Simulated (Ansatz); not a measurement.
Li₃N⁺ (the lowest doublet isomer of a short search). Total charge 1; doublet. Geometry PBE0-D4/def2-TZVP, basis def2-TZVP, Ansatz.

```xyz
4

Li   -1.404   -1.121   -0.293
Li    1.517   -0.162   -0.994
Li   -0.113    1.283    1.287
N     0.000    0.000    0.000
```

| run | HOMO (eV) | LUMO (eV) |
| --- | --- | --- |
| A | -11.92 | -3.54 |
| B | -8.42 | -6.28 |
| C | -12.31 | -3.25 |
| D | -9.53 | -5.58 |
| E | -9.38 | -6.11 |

LC-ωPBE has ω = 0.4 bohr⁻¹. B3LYP takes the VWN-RPA correlation. The structure comes from a short search, and lower isomers may exist.

HOMO and LUMO are taken over both spins.

Question: The runs used B3LYP, LC-ωPBE, PBE0, r2SCAN, ωB97X-V. Estimate which is which.

Answer: A ωB97X-V (range-separated); B r2SCAN (0 % exact exchange); C LC-ωPBE (range-separated); D PBE0 (25 % exact exchange); E B3LYP (20 % exact exchange). Exact exchange lowers occupied and raises empty levels; among semilocal functionals meta-GGAs tend to open the gap a little, and such runs are hard to tell apart. The gap grows from 2.14 eV (r2SCAN) to 9.06 eV (LC-ωPBE).
